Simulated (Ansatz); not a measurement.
Reaction (redistribution): `[OH][Ga]([Cl])[O][SiH3]` + `[F][Ge][SH]` → `[OH][Ga]([SH])[Cl]` + `[F][Ge][O][SiH3]`

Calculated with Ansatz (gas phase, PBE0-D4/def2-TZVP geometries, no zero-point term in ΔE). CBS: MP2 limit from def2 TZ/QZ plus the TZ coupled-cluster correction, frozen cores. DFT in def2-TZVPP. B3LYP here is the variant with VWN-RPA as its local correlation; programs differ in this. For Ga, Ge outer-core shells are correlated without core-valence functions, which leaves a few kJ/mol of doubt a bond. Scalar relativity is left out up to krypton. One conformer a species, not always the lowest.

| level | ΔE (kcal/mol) | difference from CCSD(T)/CBS |
| --- | --- | --- |
| PBE-D4 | -8.7 | 0.5 |
| PBE0-D4 | -8.8 | 0.4 |
| B3LYP-D4 | -9.0 | 0.2 |
| ωB97X-V | -10.1 | -0.9 |
| PBE0 | -8.8 | 0.4 |
| B3LYP | -8.8 | 0.4 |
| SCS-MP2/def2-TZVPP | -9.0 | 0.2 |
| CCSD/def2-TZVPP | -8.8 | 0.4 |
| CCSD(T)/def2-TZVPP | -8.8 | 0.4 |
| CCSD/CBS(def2) | -9.2 | 0.0 |
| CCSD(T)/CBS | -9.2 | 0 |

Largest T1 diagnostic among the species: 0.015.
